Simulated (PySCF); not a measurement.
C4H6ClF. Atoms are numbered in the order given.

```xyz
12

C      2.0836    -0.8288    -0.3998
C      0.7061    -0.5407     0.1315
F      0.7380    -0.1083     1.4349
C     -0.5098    -1.3480    -0.2509
C     -0.3604     0.0779    -0.7444
Cl    -1.3939     1.3497    -0.0886
H      2.0407    -1.1421    -1.4606
H      2.7211     0.0750    -0.3255
H      2.5592    -1.6432     0.1839
H     -1.2420    -1.5004     0.5567
H     -0.4208    -2.1736    -0.9750
H     -0.1218     0.2510    -1.8061
```
Charge 0, spin multiplicity 1.

Geometry optimised at PBE-D3(BJ)/def2-SVP. The structure was generated by enumeration; whether it is a known compound was not checked.

Method: PBE-D3(BJ)/def2-SVP (PySCF 2.14.0).

Frequencies are harmonic and unscaled.

Computed vibrational spectrum:
| mode | ν (cm⁻¹) | IR (km/mol) | moving atoms (share of kinetic energy) |
|---|---|---|---|
| 1 | 166 | 0.4 | F 45 %, Cl 33 %, C 13 %, H 9 % |
| 2 | 176 | 0.1 | C 45 %, H 26 %, Cl 17 %, F 12 % |
| 3 | 217 | 0.0 | H 89 % |
| 4 | 317 | 1.3 | C 39 %, H 29 %, Cl 18 %, F 14 % |
| 5 | 380 | 3.4 | C 44 %, H 33 %, F 14 %, Cl 9 % |
| 6 | 425 | 4.1 | C 41 %, H 30 %, F 27 % |
| 7 | 530 | 5.3 | C 62 %, H 19 %, F 12 % |
| 8 | 665 | 10.2 | C 46 %, H 36 %, Cl 17 % |
| 9 | 713 | 14.3 | C 56 %, F 24 %, H 18 % |
| 10 | 808 | 2.2 | H 60 %, C 37 % |
| 11 | 885 | 10.4 | H 62 %, C 37 % |
| 12 | 921 | 0.7 | H 47 %, C 42 %, F 9 % |
| 13 | 960 | 19.6 | H 49 %, C 38 %, F 12 % |
| 14 | 993 | 12.7 | H 71 %, C 28 % |
| 15 | 1045 | 15.8 | H 50 %, C 48 % |
| 16 | 1062 | 4.0 | H 53 %, C 46 % |
| 17 | 1080 | 13.7 | C 56 %, H 44 % |
| 18 | 1197 | 31.1 | H 69 %, C 30 % |
| 19 | 1262 | 42.8 | C 57 %, H 36 % |
| 20 | 1314 | 15.7 | H 74 %, C 25 % |
| 21 | 1358 | 14.5 | H 67 %, C 32 % |
| 22 | 1397 | 4.0 | H 96 % |
| 23 | 1401 | 20.6 | H 67 %, C 33 % |
| 24 | 1437 | 15.9 | H 53 %, C 46 % |
| 25 | 2977 | 15.0 | H 97 % |
| 26 | 3063 | 2.5 | H 95 % |
| 27 | 3067 | 7.8 | H 91 %, C 9 % |
| 28 | 3083 | 9.1 | H 91 %, C 9 % |
| 29 | 3102 | 5.3 | H 92 %, C 8 % |
| 30 | 3169 | 1.7 | H 89 %, C 11 % |
